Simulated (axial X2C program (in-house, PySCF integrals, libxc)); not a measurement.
## Testing model relations on LiCu⁺

A bond curve at the CCSD(T) level, with spin–orbit coupling, was computed with an in-house all-electron X2C program for linear molecules (integrals from PySCF) (basis Cu dyall-cv3z [9s9p6d3f2g], Li dyall-cv3z [7s8p2d] (cores contracted in-house)) for the state Ω = 1/2 (⟨Sz⟩ = 0.50, ⟨Lz⟩ = 0.00 at HF). Its fit gives Re = 2.7035 Å, ωe = 232.5 cm⁻¹, ωexe = 1.94 cm⁻¹ and αe = 4.594e-03 cm⁻¹; the masses are 62.9296 and 7.0160 u. Two-component means X2C with spin–orbit coupling and atomic mean-field Coulomb and Gaunt terms.

Correlated methods: 11 electrons correlated (number of frozen shells: Cu 3 s, 2 p; Li 1 s), 223 virtual spin orbitals or spinors in MP2, 90 natural virtuals in coupled cluster.

Problem. Find the reduced mass, Be and the force constant.

Solution. From the CCSD(T) values: μ = 6.3122 u. Be = 16.8576/(μ Re²) = 0.3654 cm⁻¹. k = 5.8918×10⁻⁷ μ ωe² = 0.201 mdyn/Å.

Problem. Estimate the centrifugal constant by the Kratzer relation.

Solution. D = 4Be³/ωe² = 3.61e-06 cm⁻¹.

Problem. Estimate De from a Morse curve and compare with the computed well depth of 0.683 eV to Cu + Li+.

Solution. De(Morse) = ωe²/(4ωexe) = 0.864 eV against 0.683 eV computed, a ratio of 1.27. The extrapolation overshoots: the well softens faster than a Morse curve, or the lowest atomic limit lies below the one to which the curve heads.

Problem. Where do the fundamental and the first overtone lie?

Solution. ν(1←0) = ωe − 2ωexe = 228.6 cm⁻¹; ν(2←0) = 2ωe − 6ωexe = 453.4 cm⁻¹.

Problem. A Morse curve ties αe to the other constants (Pekeris). How well does that hold?

Solution. αe(Morse) = 6Be²/ωe × (√(ωexe/Be) − 1) = 4.494e-03 cm⁻¹; the CCSD(T) curve gives 4.594e-03 cm⁻¹, a ratio of 0.98.

The state is one determinant whose occupation by symmetry is held fixed; it was picked as the lowest of a PBE0 search that is not exhaustive. Dissociation energies refer to the lowest single-determinant-based atoms at the same level and basis. Coupled cluster ran in a truncated set of natural virtual spinors; the MP2 energy of the rest was added. (T) has no such correction and the atoms are truncated less, which lowers De at CCSD(T) by a hundredth of an eV or more.
